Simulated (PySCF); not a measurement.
CH6FNOSi2, SMILES F[Si@H]1N[SiH2]CO1. Heavy atoms are numbered as in [F:1][Si@H:2]1[NH:3][SiH2:4][CH2:5][O:6]1. Hydrogens are named by the atom that carries them.

Geometry: PBE-D3(BJ)/def2-SVP. The structure was generated by enumeration; whether it is a known compound was not checked. Other conformers were not sampled.

These are HF/pcSseg-1 run with PySCF values and carry that method's errors.

GIAO shieldings, no solvent; atoms alike by connectivity are averaged. δ = σ(ref) − σ: ¹⁹F against CFCl3 (σ = 238.5 ppm); ²⁹Si against TMS (σ = 393.8 ppm); ¹⁵N against NH3 (σ = 267.3 ppm); ¹³C against TMS (σ = 192.6 ppm); ¹⁷O against H2O (σ = 333.0 ppm); ¹H against TMS (σ = 31.99 ppm), references at their B3LYP-D3(BJ)/def2-TZVP geometries, non-relativistic.

```csv
atoms,nucleus,count,δ (ppm)
F1,¹⁹F,1,-101.5
Si4 (SiH2),²⁹Si,1,___
Si2 (SiH),²⁹Si,1,-39.0
N3 (NH),¹⁵N,1,17.6
C5 (CH2),¹³C,1,___
O6,¹⁷O,1,___
H on Si4,¹H,2,___
H on Si2,¹H,1,4.65
H on C5,¹H,2,4.19
H on N3,¹H,1,___
```

**Question.** Some entries are withheld; supply them. (Estimate from the structure and the level; the computed values follow.)

**Answer.** 
- C5 (CH2), δ (ppm): 49.3
- O6, δ (ppm): 0.3
- Si4 (SiH2), δ (ppm): -29.1
- H on Si4, δ (ppm): 4.91
- H on N3, δ (ppm): 1.43
